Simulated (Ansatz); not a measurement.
Input file for Ansatz (a first-principles code): R-B2PLYP/def2-TZVPP on Cl2 (SMILES ClCl).

Ansatz 0.2 input:
```yaml
crystal:
  periodic: [false, false, false]
  atoms:
    - {symbol: Cl, position_ang: [0.00000000, 0.00000000, 1.00675153]}
    - {symbol: Cl, position_ang: [-0.00000000, -0.00000000, -1.00675153]}
basis:
  gaussian:
    orbitals: def2-TZVPP
hamiltonian:
  xc: {name: B2PLYP}
magnetization: {spin_polarized: false}
correlation: {electrons: outside_noble_gas}
scf: {lower_state_search: off}
```

Output:

```
WARN ansatz: RAYON_NUM_THREADS=4 ignored (pool sized by the plan → 4); use --threads N
Functional definition: B2PLYP
these checks for a lower state are left out or cut short: stability, starts, cluster_reference, orbital_swaps, neighbouring_geometries, increment
integrals: 0.03 GiB planned
499 factors; integrals over basis functions are off by at most 7.0e-4 eV
mean field: 0.20 GiB planned
mean field evaluation 1: about -25034.2827 eV, gradient 1.1e1 eV
mean field evaluation 2: about -25034.4069 eV, gradient 1.1e1 eV
mean field evaluation 4: about -25034.6344 eV, gradient 9.6e-1 eV
mean field evaluation 8: about -25034.6388 eV, gradient 4.2e-3 eV
mean field evaluation 16: about -25034.6388 eV, gradient 2.7e-6 eV
mean field -25034.63882919 eV, -920.0060078851 hartree, gradient 2.6e-6 eV, S^2 0.000000; 0 other end points of the search recorded, 0 dependent functions left out
10 core orbitals not correlated
reference -25034.63895255 eV, -920.0060124183 hartree; 7, 7 occupied and 67, 67 virtual orbitals, 499 factors
second order -12.64273215 eV of doubles, -0.00000000 eV of singles
Total energy: -25038.05249023 eV, -920.1314576143 hartree
Checks for a lower state left out: stability, starts, cluster_reference, orbital_swaps, neighbouring_geometries, increment
```

Self-consistency was reached.

Cost: about 1.2 core-seconds (a rough figure).
